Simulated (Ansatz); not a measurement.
A nudged elastic band was laid between two geometries of Cl2FGeH + H2S (8 atoms, charge 0, multiplicity 1).

The calculation used Ansatz 0.2.0, RKS PBE/def2-SVP.

```yaml
movable_images: 7
climbing_image: yes
spring: 5.0 eV/Å²
optimiser: quadratic models (default)
start_path: through a guess of the saddle point
force_threshold: 0.03 eV/Å
iteration_limit: 60
end_points: relaxed
```

Initial state:

```xyz
8
Properties=species:S:1:pos:R:3
Ge 0.337 0.027 -0.128
H 0.465 0.490 1.329
F 1.903 0.147 -0.892
Cl -0.982 1.258 -1.314
Cl -0.251 -2.041 -0.328
S -2.755 -0.051 1.915
H -3.104 0.561 0.749
H -2.693 -1.264 1.299
```

Final state:

```xyz
8
Properties=species:S:1:pos:R:3
Ge -1.010 -0.086 -0.754
H 0.590 0.138 2.838
F 0.071 -0.506 0.561
Cl -0.234 1.699 -1.658
Cl -0.907 -1.761 -2.104
S -3.057 0.313 -0.024
H -3.275 -1.016 0.208
H 0.744 0.346 3.563
```

**Question.** Which bonds break or form, and what moves?

**Answer.** Bonds broken: Ge1–H2, S6–H8. Bonds formed: Ge1–S6, H2–H8. Cl2FGeH + H2S becomes Cl2FGeHS + H2.

**Question.** Give the energies along the band, and the barrier.

**Answer.** The run converged. The highest image is number 4 of 0 to 8, 1.84 eV above the first end and 1.98 eV above the last; the last end lies 0.14 eV below the first. Neighbouring images differ by up to 1.7 eV, so the band resolves the path poorly. A vibrational analysis at the climbing image gives one clearly imaginary mode, 1172i cm⁻¹: a first-order saddle point. The orbitals stay closed-shell, which can raise the energy where a bond breaks towards radicals; this wasn't checked here.

```
image  path coordinate (Å)  energy (eV)  Ge1–H2 (Å)  S6–H8 (Å)  Ge1–S6 (Å)
    0                 0.00         0.00        1.53       1.36        3.71
    1                 1.32         0.02        1.53       1.36        3.67
    2                 2.64         0.04        1.54       1.36        3.72
    3                 3.96         0.18        1.54       1.36        3.40
    4                 5.28         1.84        1.82       1.74        2.51
    5                 6.44         0.34        2.68       2.45        2.25
    6                 7.59        -0.09        3.37       3.26        2.21
    7                 8.75        -0.14        3.77       4.54        2.21
    8                 9.91        -0.14        3.94       5.23        2.21
```

**Question.** What is the geometry of the highest image?

**Answer.** 
```xyz
8
Properties=species:S:1:pos:R:3:forces:R:3
Ge -0.404 -0.036 -0.175 0.00 0.00 0.00
H -0.100 0.138 1.609 0.00 0.00 0.00
F 1.349 -0.262 -0.154 0.00 0.00 0.00
Cl -0.548 1.871 -1.183 0.00 0.00 0.00
Cl -0.900 -1.873 -1.233 0.00 0.00 0.00
S -2.649 0.202 0.919 -0.01 0.00 0.00
H -2.740 -1.138 1.164 0.00 0.00 0.00
H -1.088 0.225 1.683 0.01 0.00 0.00
```

The run took 3.1 min on 4 threads of Arm Neoverse V1 (shared host), peak memory 0.19 GiB.
